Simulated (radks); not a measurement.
Problem. The mean radii <r> (bohr) of the occupied orbitals of an atom or ion are listed with their occupations. Method: Dirac Kohn-Sham, LDA (Slater exchange, Perdew-Wang correlation), spin-unpolarised, spherical densities, finite nucleus; Fermi nuclear charge, rms radius of each element as measured or else 0.836 A^(1/3) + 0.57 fm; computed with a radial shooting solver on a logarithmic mesh with Libxc functionals.

orbital  occ.      <r>
1s1/2       2  0.02509
2s1/2       2   0.1071
2p1/2       2  0.08994
2p3/2       4  0.09604
3s1/2       2   0.2853
3p1/2       2   0.2749
3p3/2       4   0.2870
3d3/2       4   0.2579
3d5/2       6   0.2617
4s1/2       2   0.6546
4p1/2       2   0.6748
4p3/2       4   0.7022
4d3/2       4   0.7625
4d5/2       6   0.7722
5s1/2       2    1.552
5p1/2       2    1.738
5p3/2       4    1.817
5d3/2     0.4    2.621
5d5/2     0.6    2.660
7s1/2       2    8.905

Name the element and its charge. Open shells, if any, are shared by 2j + 1.

Solution. Z = 57, lanthanum, charge 0: La in [Xe] 5d1 7s2. The 1s radius gives Z: for a bare nucleus <r> = (2 gamma + 1)/(2Z) with gamma = sqrt(1 - (Z/c)^2), 0.02473 bohr for Z = 57, and screening makes it slightly larger (0.02509 here). The occupations add up to 57, and the charge is Z minus that.
